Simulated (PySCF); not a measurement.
# Gas-phase XPS of [Cu(PH3)4]+, computed

Compound: [Cu(PH3)4]+ (charge +1 and singlet state).
Z-matrix (Å and degrees, PBE0-D3(BJ)/def2-SVP geometry), rows numbered from 1:
```
Cu
P   1  2.3102
H   2  1.4190  1  120.31
H   2  1.4182  1  119.46  3  -120.44
H   2  1.4192  1  119.26  3   120.20
P   1  2.3059  2  109.54  3   -64.14
H   6  1.4191  1  120.14  2    63.98
H   6  1.4192  1  119.54  2   -56.17
H   6  1.4188  1  119.51  2  -175.79
P   1  2.3122  2  109.00  3   175.98
H  10  1.4191  1  119.74  2    60.85
H  10  1.4191  1  119.47  2   -58.99
H  10  1.4190  1  119.85  2  -178.91
P   1  2.3094  2  110.40  3    55.97
H  14  1.4191  1  119.89  2   -61.98
H  14  1.4189  1  119.62  2   177.84
H  14  1.4188  1  119.47  2    58.01
```

Theory: PySCF, delta-SCF UKS SCAN, pcX-2 on the ionised atom (unc-x2c-TZVPall on a metal), pcseg-1 elsewhere, spin-free X2C. Binding energies are ΔSCF values: E(core-ionised, relaxed orbitals) − E(ground state) at a fixed geometry, referred to the vacuum level.

Problem. What binding energy does each computed site have?

Solution. 
```csv
atom(s),bonded to,level,binding energy (eV),2p1/2 (eV),count
P2/P6/P10/P14,3 H and Cu,P 1s,2154.43,–,4
Cu1,4 P,Cu 2p3/2,941.89,962.55,1
P2/P6/P10/P14,3 H and Cu,P 2p3/2,140.77,141.66,4
```

Problem. Give the binding energy of Cu 2p3/2 of Cu1 in hartree and in kJ/mol.

Solution. 941.89 eV = 34.6138 Eh = 90879 kJ/mol.

Problem. Which photon energy gives electrons from Cu 2p3/2 of Cu1 a kinetic energy of 100 eV, and what is their de Broglie wavelength?

Solution. hν = 941.89 + 100 = 1041.89 eV, recoil neglected; λ = 12.264 Å/√(E/eV) = 1.23 Å.

Atoms equivalent by their bonding share one computed value, that of the first of them. For 2p shells one spin-free hole was relaxed; a mean-field spin–orbit operator and the ground-state splitting of the three 2p orbitals were then diagonalised within the shell. The shell's mean is (2 × 2p3/2 + 2p1/2)/3, and the degeneracies 2j + 1 give areas of 2:1. 2p1/2 minus 2p3/2 (ligand field included): Cu 20.66 eV, P 0.89 eV. Satellites of the metal's 2p lines aren't described. The species carries charge +1, so core ionisation leaves charge +2. Geometry: PBE0-D3(BJ)/def2-SVP; no solvent, vibrations or thermal averaging. Metal 2p energies of this one-determinant scheme are less reliable than its 1s energies.
